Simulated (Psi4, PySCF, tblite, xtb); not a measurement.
Approach curve of the dimer HBr ··· BCl3 (SMILES Br and ClB(Cl)Cl). Monomers: optimised at B3LYP-D3(BJ) (def2-TZVP), held rigid. Orientation: a random orientation, not optimised. R is the distance of the centres of mass, along which the second monomer moves.

Geometry at R = 5.48 Å (first 2 atoms: monomer A):
```
6

Br     0.7124     0.0000     0.0000
H     -0.7124     0.0000     0.0000
Cl     1.7658    -3.6574    -0.9688
B      1.2820    -5.3192    -1.1927
Cl     2.2160    -6.6042    -0.4702
Cl    -0.1353    -5.6960    -2.1388
```

- GFN2-xTB (tblite)
- RHF/6-31G* = PySCF 2.14.0 with restricted Hartree-Fock/6-31G*, spherical d, no counterpoise correction
- GFN1-xTB (xtb)
- SAPT0/jun-cc-pVDZ, frozen core (Psi4)

Interaction energies in kJ/mol; the last columns give the difference from SAPT0:

```
R / Å  GFN2-xTB  RHF/6-31G*  GFN1-xTB  SAPT0/jun-cc-pVDZ  GFN2-xTB − SAPT0/jun-cc-pVDZ  RHF/6-31G* − SAPT0/jun-cc-pVDZ  GFN1-xTB − SAPT0/jun-cc-pVDZ
-----  --------  ----------  --------  -----------------  ----------------------------  ------------------------------  ----------------------------
4.86       0.43       14.89      0.67               8.38                         -7.95                            6.51                         -7.71
5.07      -1.37        7.60     -0.90               3.04                         -4.40                            4.56                         -3.94
5.24      -1.78        4.36     -1.30               0.93                         -2.71                            3.43                         -2.23
5.48      -1.80        1.94     -1.38              -0.37                         -1.43                            2.31                         -1.01
5.64      -1.67        1.10     -1.31              -0.69                         -0.98                            1.79                         -0.61
5.87      -1.44        0.45     -1.16              -0.81                         -0.62                            1.27                         -0.34
6.18      -1.10        0.09     -0.95              -0.73                         -0.37                            0.83                         -0.21
6.46      -0.83       -0.02     -0.77              -0.60                         -0.24                            0.58                         -0.17
6.95      -0.47       -0.04     -0.52              -0.39                         -0.09                            0.35                         -0.13
7.64      -0.19       -0.02     -0.28              -0.21                          0.02                            0.19                         -0.07
8.70      -0.02        0.00     -0.10              -0.08                          0.06                            0.08                         -0.02
9.97       0.02        0.00     -0.03              -0.03                          0.05                            0.03                          0.00
```

GFN2-xTB is furthest from SAPT0/jun-cc-pVDZ at 4.86 (-7.95 kJ/mol, below); its mean absolute difference over the points is 1.58 kJ/mol.

RHF/6-31G* is furthest from SAPT0/jun-cc-pVDZ at 4.86 (6.51 kJ/mol, above); its mean absolute difference over the points is 1.83 kJ/mol.

GFN1-xTB is furthest from SAPT0/jun-cc-pVDZ at 4.86 (-7.71 kJ/mol, below); its mean absolute difference over the points is 1.37 kJ/mol.
